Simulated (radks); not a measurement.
The numbers below are computed, except where a source is named.
Valence configurations of the palladium ion Pd3+ (all share [Kr]). Code: a radial shooting solver on a logarithmic mesh with Libxc functionals. Model: scalar-relativistic Kohn-Sham, PBEsol, spin-polarised, spherical densities, point nucleus; open shells are filled with parallel spins first (spin-orbit coupling, left out, can overturn this in heavy ions). Energies are relative to 4d7; eigenvalues in eV for spin up.

| valence | E (eV) | moment (Bohr magnetons) | e(4d) | e(5p) | e(5s) |
|---|---|---|---|---|---|
| 4d7 | 0.000 | 3 | -42.654 | - | - |
| 4d6.5 5s0.5 | 4.725 | 4 | -45.003 | - | -32.319 |
| 4d6.5 5p0.5 | 8.633 | 4 | -45.548 | -24.851 | - |
| 4d6 5s1 | 9.651 | 5 | -47.356 | - | -33.557 |
| 4d6 5p1 | 17.701 | 5 | -48.425 | -26.187 | - |
| 4d5 5s2 | 23.146 | 5 | -52.000 | - | -35.171 |
| 4d5 5p2 | 37.269 | 7 | -54.148 | -28.545 | - |
| 4d4.5 5s0.5 5p2 | 46.075 | 7 | -56.248 | -29.319 | -38.069 |
| 4d4 5s1 5p2 | 55.451 | 7 | -58.354 | -30.069 | -39.022 |
| 4d4 5p3 | 64.420 | 7 | -59.326 | -30.600 | - |

NIST lists [Kr] 4d7 as the ground configuration; this level of theory agrees among the configurations tried. The energies are those of spherical high-spin densities, not of single terms.
